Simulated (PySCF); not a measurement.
# Two-component Hartree-Fock for Si⁺ (silicon, charge +1)

Start: [Ne] 3s2 3p1; 3p1/2 filled at m_j = +1/2. Calculated with PySCF 2.14 in x2c-QZVPPall-2c: generalised Hartree-Fock with the X2C-1e Hamiltonian and a Gaussian nucleus; one run each with spin-orbit coupling (SO) switched off, then screened by Boettger's factors.

```csv
spinor shell,electrons,"ε, spin-free (eV)","ε, screened SO (eV)",weight of nominal j (screened SO),"rms radius, screened SO (bohr)"
1s1/2,2,-1886.8,-1886.7,1.000,0.129
2s1/2,2,-177.88,-177.86,1.000,0.612
2p1/2,2,-125.35,-126.02,0.982,0.597
3s1/2,2,-22.950,-22.944,0.994,2.24
3p1/2,1,-16.315,-16.339,0.923,2.64
```

Where does 2p3/2 lie, and what is the 2p spin-orbit splitting (screened SO)?

At -125.00 eV, 1.019 eV above 2p1/2.

| quantity | spin-free | screened SO |
| --- | --- | --- |
| E (hartree) | -289.18473 | -289.18577 |
| M_J | 1/2 | 1/2 |
| ⟨J²⟩ | 1.057 | 1.006 |
| ⟨L²⟩ | 2.071 | 2.071 |
| ⟨S²⟩ | 0.774 | 0.774 |

Each row is a mean over spinors that exchange with the open shell spreads, by up to 0.738 eV (2p1/2).

⟨J²⟩ departs a little from M_J(M_J + 1) because the unrestricted spinors polarise the closed shells.

Without spin-orbit coupling the j labels of p, d and f shells carry no meaning; the spin-free column gives the mean over the occupied spinors of each nl shell, and its ⟨J²⟩ belongs to a mixture of degenerate components.
